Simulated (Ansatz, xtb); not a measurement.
**A geometry optimisation of BClFH2InN with r2SCAN-D4/def2-SVP**

The starting geometry of this gas-phase doublet was built from a drawn formula by distance geometry; its bonds are those of `N[B](Cl)[In][F]`.

```json
{"atom": "B", "x (Å)": "-1.2064", "y (Å)": "2.4763", "z (Å)": "-0.3311"}
{"atom": "Cl", "x (Å)": "-0.6144", "y (Å)": "2.5773", "z (Å)": "-2.0329"}
{"atom": "F", "x (Å)": "0.8773", "y (Å)": "0.2287", "z (Å)": "2.0350"}
{"atom": "In", "x (Å)": "0.7389", "y (Å)": "2.1793", "z (Å)": "1.1035"}
{"atom": "N", "x (Å)": "-2.0547", "y (Å)": "1.4016", "z (Å)": "0.2519"}
{"atom": "H", "x (Å)": "-2.1824", "y (Å)": "0.5800", "z (Å)": "-0.3027"}
{"atom": "H", "x (Å)": "-2.9005", "y (Å)": "1.7005", "z (Å)": "0.7348"}
```

**Question.** Predict what becomes of its bonds when it is optimised with r2SCAN-D4/def2-SVP.

**Answer.** It keeps its bonds, and is `N[B](Cl)[In][F]`.

The energy falls by 1.41 eV over 19 steps:

```tsv
step	E − E(last) (eV)
1	1.415
3	0.731
5	0.402
7	0.263
9	0.222
11	0.174
13	0.064
15	0.004
17	0.000
19	0.000
```

Final geometry (Å):

```xyz
7

B    -0.8614    2.0497   -0.5408
Cl   -0.9659    2.8057   -2.1232
F    -0.2600    0.8923    2.2488
In    0.9827    2.0112    1.0708
N    -1.8434    1.3187    0.0874
H    -2.7625    1.1304   -0.3055
H    -1.6317    0.9357    1.0211
```

From the same start GFN2-xTB ends elsewhere, differing in B1–In4 (4.02 against 2.45 Å here), Cl2–In4 (2.83 against 3.82 Å here).

The end wasn't checked by frequencies. Open shells are spin-unrestricted. Atoms past krypton carry core potentials, without spin–orbit terms. Run with Ansatz 0.2.0, 67 s on 2 threads of Intel(R) Xeon(R) 6975P-C (Granite Rapids), with other jobs on the host.
